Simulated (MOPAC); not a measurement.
MOPAC input (PM3):

```
PM3 FORCE THERMO(298,298) PRECISE LET CHARGE=1 GEO-OK AUX(PRECISION=9) THREADS=1
H3F3NSi

N    -1.70475935 1   -0.03057760 1    0.04557196 1
Si    0.19977291 1    0.00358254 1   -0.00534893 1
F     0.57435967 1   -1.22095570 1   -0.89575515 1
F     0.61865002 1   -0.13609283 1    1.49054566 1
F     0.53435427 1    1.38803154 1   -0.64094691 1
H    -2.07683247 1    0.72947887 1    0.59294922 1
H    -2.10379076 1    0.04455911 1   -0.87686574 1
H    -2.05163050 1   -0.88583672 1    0.45044321 1
```

Output:

```
 *******************************************************************************
 **                                                                           **
 **                              MOPAC v23.2.5                                **
 **                                                                           **
 *******************************************************************************
 ** MOPAC's Digital Object Identifier: https://doi.org/10.5281/zenodo.6511958 **
 **                                                                           **
 ** Please cite the open-source release paper for use of this MOPAC version:  **
 ** J. E. Moussa and J. J. P. Stewart (2026)                                  **
 ** MOPAC: An open-source semiempirical molecular orbital program             **
 ** J. Open Source Softw., 11(119), 8025, https://doi.org/10.21105/joss.08025 **
 *******************************************************************************

                              PM3 CALCULATION RESULTS

 *******************************************************************************
 *  PM3        - The PM3 Hamiltonian to be used
 *  GEO-OK     - OVERRIDE INTERATOMIC DISTANCE AND OTHER SAFETY CHECKS
 *
 *
 *
 *                 CHARGE ON SYSTEM = +1
 *
 *
 *
 *  LET        - OVERRIDE SOME SAFETY CHECKS
 *  PRECISE    - TIGHTER CRITERIA TO BE USED
 *  FORCE      - FORCE CALCULATION SPECIFIED
 *  AUX        - OUTPUT AUXILIARY INFORMATION
 *  THERMO     - THERMODYNAMIC QUANTITIES TO BE CALCULATED
 *******************************************************************************
PM3 FORCE THERMO(298,298) PRECISE LET CHARGE=1 GEO-OK AUX(PRECISION=9) THREADS=1
 H3F3NSi

   ATOM   CHEMICAL          X               Y               Z
  NUMBER   SYMBOL      (ANGSTROMS)     (ANGSTROMS)     (ANGSTROMS)

     1       N         -1.70475935  *  -0.03057760  *   0.04557196  *
     2      Si          0.19977291  *   0.00358254  *  -0.00534893  *
     3       F          0.57435967  *  -1.22095570  *  -0.89575515  *
     4       F          0.61865002  *  -0.13609283  *   1.49054566  *
     5       F          0.53435427  *   1.38803154  *  -0.64094691  *
     6       H         -2.07683247  *   0.72947887  *   0.59294922  *
     7       H         -2.10379076  *   0.04455911  *  -0.87686574  *
     8       H         -2.05163050  *  -0.88583672  *   0.45044321  *

          CARTESIAN COORDINATES

    NO.       ATOM           X           Y           Z

     1         N         -1.7048     -0.0306      0.0456
     2        Si          0.1998      0.0036     -0.0053
     3         F          0.5744     -1.2210     -0.8958
     4         F          0.6187     -0.1361      1.4905
     5         F          0.5344      1.3880     -0.6409
     6         H         -2.0768      0.7295      0.5929
     7         H         -2.1038      0.0446     -0.8769
     8         H         -2.0516     -0.8858      0.4504

  H: (PM3): J. J. P. STEWART, J. COMP. CHEM. 10, 209 (1989).
[...]
 EFFECTIVE MASS      4.8333
 FORCE CONSTANT      0.2430

 VIBRATION         12    4E          ATOM PAIR     ENERGY CONTRIBUTION    RADIAL
 FREQUENCY          1013.39         Si2 -- F 5         +39.2% ( 83.5%)     97.2%
 TRANSITION DIPOLE   3.9145         Si2 -- F 3         +24.8% ( 66.4%)     67.6%
 TRAVEL (Ang.)       0.0874         Si2 -- F 4         +17.0% ( 54.9%)     28.3%
 REDUCED MASS        8.7048         N 1 -- Si2         +14.6% ( 50.9%)      0.0%
 EFFECTIVE MASS     22.1255
 FORCE CONSTANT      5.2669

 VIBRATION         13    4A1         ATOM PAIR     ENERGY CONTRIBUTION    RADIAL
 FREQUENCY          1592.54         N 1 -- H 6         +31.4% ( 52.3%)      3.0%
 TRANSITION DIPOLE   0.1465         N 1 -- H 8         +31.4% ( 52.3%)      3.0%
 TRAVEL (Ang.)       0.2730         N 1 -- H 7         +31.4% ( 52.3%)      3.0%
 REDUCED MASS        0.5680         N 1 -- Si2          +5.9% ( 22.6%)    100.0%
 EFFECTIVE MASS      2.2312
 FORCE CONSTANT      0.8487

 VIBRATION         15    5E          ATOM PAIR     ENERGY CONTRIBUTION    RADIAL
 FREQUENCY          1729.51         N 1 -- H 7         +51.6% ( 59.3%)      0.3%
 TRANSITION DIPOLE   0.0144         N 1 -- H 6         +32.8% ( 47.3%)      5.0%
 TRAVEL (Ang.)       0.3034         N 1 -- H 8         +12.2% ( 28.8%)     32.3%
 REDUCED MASS        0.4236         N 1 -- Si2          +3.3% ( 15.0%)      0.0%
 EFFECTIVE MASS      1.5099
 FORCE CONSTANT      0.7466

 VIBRATION         17    6E          ATOM PAIR     ENERGY CONTRIBUTION    RADIAL
 FREQUENCY          3384.40         N 1 -- H 7         +54.0% ( 75.8%)     98.2%
 TRANSITION DIPOLE   0.4564         N 1 -- H 6         +44.2% ( 68.6%)     96.7%
 TRAVEL (Ang.)       0.1988         N 1 -- H 8          +1.1% ( 10.8%)     16.0%
 REDUCED MASS        0.5040         N 1 -- Si2          +0.7% (  8.4%)      0.0%
 EFFECTIVE MASS      1.4589
 FORCE CONSTANT      3.4014

 VIBRATION         18    5A1         ATOM PAIR     ENERGY CONTRIBUTION    RADIAL
 FREQUENCY          3569.86         N 1 -- H 7         +33.3% ( 54.7%)     98.6%
 TRANSITION DIPOLE   0.3590         N 1 -- H 8         +33.3% ( 54.7%)     98.6%
 TRAVEL (Ang.)       0.2397         N 1 -- H 6         +33.3% ( 54.7%)     98.6%
 REDUCED MASS        0.3289         N 1 -- Si2          +0.1% (  3.2%)    100.0%
 EFFECTIVE MASS      1.1042
 FORCE CONSTANT      2.4692

      SYMMETRY NUMBER FOR POINT-GROUP C3v =  3

          SYSTEM IS A GROUND STATE

 H3F3NSi

          MOLECULE IS NOT LINEAR

          THERE ARE 18 GENUINE VIBRATIONS IN THIS SYSTEM
          THIS THERMODYNAMICS CALCULATION IS LIMITED TO
          MOLECULES WHICH HAVE NO INTERNAL ROTATIONS

                    CALCULATED THERMODYNAMIC PROPERTIES
                                          *
   TEMP. (K)   PARTITION FUNCTION   H.O.F.    ENTHALPY  HEAT CAPACITY ENTROPY
                                   KCAL/MOL   CAL/MOLE    CAL/K/MOL  CAL/K/MOL

 298.00  VIB.     0.2757D+02                  2283.7509    14.2545    14.2544
         ROT.     0.4106D+05                   888.2803     2.9808    24.0903
         INT.     0.1132D+07                  3172.0312    17.2353    38.3448
         TRA.     0.9975D+27                  1480.4672     4.9680    39.7780
         TOT.                     -154.856    4652.4984    22.2033    78.1228

   *: NOTE: HEATS OF FORMATION ARE RELATIVE TO THE
            ELEMENTS IN THEIR STANDARD STATE AT 298K
              (=  Standard Enthalpy of Formation).

            Hvib:  Zero-point energy is not included.
                   frequencies of less than zero cm-1 are not included.
            Hrot = (3/2)RT
            Htra = (3/2)RT + pV = (5/2)RT

            Heat capacity is Cp, not Cv

          For more information, see: HTTP://OpenMOPAC.net/Manual/thermochemistry.html

           FORCE CONSTANT IN CARTESIAN COORDINATES (Millidynes/A)

    ATOM   CHEMICAL       X               Y               Z
   NUMBER   SYMBOL  FORCE CONSTANT  FORCE CONSTANT  FORCE CONSTANT

      1       N        7.076896        9.267854        9.267854
      2      Si        4.105089        8.639668        8.639668
      3       F        0.688278        5.842497        0.364706
      4       F        0.688570        1.734223        4.472687
      5       F        0.688479        1.733837        4.473164
      6       H        1.496486        5.987291        0.996374
      7       H        1.496866        2.244119        4.739166
      8       H        1.496748        2.243767        4.739637

 **********************
 *                    *
 * JOB ENDED NORMALLY *
 *                    *
 **********************

 == MOPAC DONE ==
```

The dipole moment of an ion depends on the origin.
